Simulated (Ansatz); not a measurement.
Ideal-gas functions of C2H2ClGa, SMILES `C#[C][GaH][Cl]` at 400 K and 1 bar, from an Ansatz frequency run at PBE0-D4/def2-TZVP.

Molar mass 131.21 g/mol, point group Cs (symmetry number 1), electronic degeneracy 1, moments of inertia 56.89, 243.316, 300.206 u Å². Harmonic wavenumbers (cm⁻¹, unscaled): 95, 183, 283, 420, 474, 508, 632, 718, 750, 2058, 2143, 3459.

Use S(trans) = R[1.5 ln M + 2.5 ln T − 1.1517]; rotational temperatures θ = 24.2544 K / I; S(rot) = R[ln(√π/σ · √(T³/θAθBθC)) + 1.5]; for each mode x = 1.438777 ν̃/T, S = R[x/(eˣ − 1) − ln(1 − e⁻ˣ)] and H = RT x/(eˣ − 1); 1 cm⁻¹ = 0.0119627 kJ/mol; R = 8.31446 J/(mol·K).

Q: By hand: the entropy, in J/(mol·K).

A: Translation 175.8. Rotation: θ = 0.4263, 0.0997, 0.0808 K, giving 115.5. Vibration, mode by mode: 17.28, 11.94, 8.52, 5.63, 4.82, 4.37, 3.07, 2.41, 2.20, 0.04, 0.03, 0.00, in all 60.3. Electronic 0.0. Sum 351.6 J/(mol·K).

Q: By hand: H − E and G − E in kJ/mol, counted from the electronic energy.

A: Zero-point energy ½ × 11723 × 0.0119627 = 70.1; thermal vibration 13.1; translation, rotation and pV give 4 RT = 13.3. H − E = 96.5 kJ/mol, and G − E = 96.5 − 400 × 351.6/1000 = -44.1 kJ/mol.

Vibration gives 17 % of the entropy, 17.3 J/(mol·K) of it from the mode under 150 cm⁻¹: soft modes count most, and the harmonic formula is weakest for them.
